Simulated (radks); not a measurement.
Q: Numerical settings for the praseodymium ion Pr+, [Xe] 4f3 6s1. Calculated with a radial shooting solver on a logarithmic mesh with Libxc functionals: Dirac Kohn-Sham, PBE, spin-unpolarised, spherical densities, finite nucleus; open shells fill j = l - 1/2 first; Fermi nuclear charge, rms radius 4.8919 fm. The defaults (mesh step 0.008 in ln r, mesh end at 40 bohr or more with all orbitals vanishing there, Anderson mixing 0.5 over 9 steps, residual threshold near 1e-9 with the energy settled to 1e-9 hartree or 1e-11 of itself, here a cap of 52 iterations) give E = -9241.9527 hartree and 4f5/2 at -7.119 eV in 14 iterations. Run on one thread of a shared host, so times are rough (Intel(R) Xeon(R) 6975P-C): 0.13 s of CPU time, 0.13 s wall, 14 iterations on 2360 mesh points. One setting is changed at a time: mesh step in ln r 0.2; mesh step in ln r 0.05; mesh step in ln r 0.003; mesh end (bohr) 12; mesh end (bohr) 3; residual threshold 0.001; residual threshold 0.01; mixing 0.2; linear mixing, mixing 0.2; linear mixing, mixing 0.05; mixing history 20; iteration cap 3. Which runs fail to converge, and which converge to a wrong energy?

A: Not converged within the cap: mesh step in ln r 0.2; linear mixing, mixing 0.2; linear mixing, mixing 0.05; iteration cap 3. Settled on a wrong energy, with an occupied level pushed above zero by the early mesh end: mesh end (bohr) 3 (+2.66 hartree). Apart from these: no run marked as converged misses the energy by more than 1 mhartree.
